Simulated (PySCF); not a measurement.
# Bond curve of InB⁻

Set-up: PySCF, scalar-relativistic core potentials, basis sets In aug-cc-pVDZ-PP with ECP28, B aug-cc-pVDZ. Energies in eV from In⁻ + B in their ground configurations at the same level. State: ⁴Σ⁻ (quartet), unpaired electrons σ ↑, π ↑↑.

```csv
R (Å),UHF-CCSD(T),UHF-CCSD,B97-3,PBEsol
1.955,,,-2.014,-2.626
2.046,-2.133,-1.974,-2.362,-2.943
2.137,-2.347,-2.183,-2.558,-3.116
2.205,-2.432,-2.263,-2.630,-3.176
2.273,-2.467,-2.294,-2.656,-3.191
2.341,-2.465,-2.288,-2.645,-3.174
2.432,-2.420,-2.236,-2.588,-3.112
2.546,-2.316,-2.126,-2.473,-2.995
2.682,-2.152,-1.954,-2.296,-2.821
2.864,,,-2.034,-2.569
```

**Question.** Put a parabola through the three lowest points of the UHF-CCSD(T) curve and estimate Re, k and ωe (reduced mass 10.05 u; 1 eV/Å² = 0.16022 mdyn/Å; ωe = 1302.8·√(k/μ) cm⁻¹).

**Answer.** Through R = 2.205, 2.273, 2.341 Å the second-order coefficient is 4.00 eV/Å², so Re ≈ 2.303 Å, k ≈ 1.28 mdyn/Å and ωe ≈ 465 cm⁻¹. A polynomial fit of higher order to the unrounded UHF-CCSD(T) energies gives Re = 2.302 Å, k = 1.15 mdyn/Å, ωe = 440 cm⁻¹; anharmonicity and rounding make the difference.

The higher-order fit for each curve: UHF-CCSD(T): Re = 2.302 Å, ωe = 440 cm⁻¹, De = 2.47 eV; UHF-CCSD: Re = 2.293 Å, ωe = 447 cm⁻¹, De = 2.30 eV; B97-3: Re = 2.284 Å, ωe = 450 cm⁻¹, De = 2.66 eV; PBEsol: Re = 2.268 Å, ωe = 445 cm⁻¹, De = 3.19 eV.

Correlated steps freeze 5 core orbitals. Correlated levels converge slowly with the basis: in double zeta they bind strong bonds too weakly, by up to about 1 eV, and carry superposition errors of some tenths. Spin–orbit coupling is left out, which matters for elements this heavy, above all for dissociation energies. For an ion De counts to the pair picked by the measured ionisation energies or electron affinities, which need not be the lowest pair at this level. The highest Kohn–Sham level is positive in this anion. Much of that is self-interaction error, but it also means that the finite basis helps to hold the extra electron. The state was picked by a PBE0 search and need not be the measured ground state.
